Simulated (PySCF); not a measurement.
# Frontier orbitals and the lowest excitations

Species: Sn(NMeEt)H3, C3H11NSn.
Z-matrix (Å and degrees, PBE0-D3(BJ)/def2-SVP geometry), rows numbered from 1:
```
Sn
N   1  2.0455
C   2  1.4399  1  118.59
C   2  1.4451  1  118.84  3  -148.60
C   4  1.5264  2  116.21  1    79.16
H   3  1.1073  2  110.07  1   157.48
H   3  1.1112  2  115.33  1   -81.78
H   3  1.1025  2  110.60  1    39.76
H   4  1.1089  2  108.07  1  -158.18
H   4  1.1047  2  108.66  1   -44.25
H   5  1.1015  4  111.06  2   178.91
H   5  1.1026  4  111.14  2   -61.15
H   5  1.1011  4  111.63  2    58.92
H   1  1.7256  2  113.75  3    70.95
H   1  1.7126  2  105.38  3   -48.89
H   1  1.7124  2  105.41  3  -168.71
```

Theory: TDDFT wB97X-D/def2-SVPD, vertical, gas phase, core orbitals frozen in the response, def2 core potentials past Kr in PySCF. Spin–orbit coupling is left out.

Kohn–Sham orbitals with the atoms that hold most of them (Löwdin shares over 4%, at most four atoms; ? is withheld):

```
orbital  ε (eV)                              atoms
 LUMO+2    2.44   Sn1 49%, H14 12%, H16 9%, H15 7%
 LUMO+1    1.69    Sn1 47%, H14 9%, H15 8%, H16 8%
   LUMO    1.53                                  ?
   HOMO   -7.79       N2 57%, C3 10%, C4 7%, C5 6%
 HOMO-1  -10.53                                  ?
 HOMO-2  -10.92          Sn1 36%, H14 24%, H16 22%
 HOMO-3  -11.00  Sn1 39%, H15 31%, H16 12%, H14 9%
```

Q: Which atoms hold the LUMO, and with what shares?

A: Sn1 (bonded to N and 3 H) 54%; H15 (bonded to Sn) 11%; H14 (bonded to Sn) 11%; H16 (bonded to Sn) 11%. By element: tin 54%, hydrogen 33% or more.

Q: Give the leading atoms of the HOMO-1.

A: N2 (bonded to 2 C and Sn) 30%; Sn1 (bonded to N and 3 H) 16%; C4 (bonded to C, N and 2 H) 13%; C3 (bonded to N and 3 H) 8%. By element: nitrogen 30%, carbon 21% or more, tin 16%.

Q: The HOMO–LUMO gap is 9.32 eV. Where does the response calculation put the lowest singlet, and from which orbitals?

A: S1 is at 5.12 eV (f = 0.021), 4.20 eV below the gap, made of HOMO→LUMO+1 (87%), HOMO→LUMO+7 (8%). Its leading pair isn't HOMO and LUMO; the energies of that pair differ by 9.47 eV. 

Q: Give energy, strength and leading configuration of S1 and S2, and follow the Löwdin shares of the leading atoms from the occupied to the empty orbital.

A: 
- S1 (5.12 eV, f 0.021), HOMO→LUMO+1 (87%): N2 57% → at most 9%, C3 10% → at most 9%, Sn1 at most 6% → 47%, H14 at most 6% → 9%
- S2 (5.57 eV, f 0.026), HOMO→LUMO (90%): N2 57% → at most 11%, C3 10% → at most 11%, Sn1 at most 6% → 54%, H15 at most 6% → 11%

Time: 2.9 min (with the writing of density and orbital grids); peak memory 1.1 GiB. Hardware: one thread of an Intel Xeon at 2.50 GHz, shared host.

One conformer stands for the species.
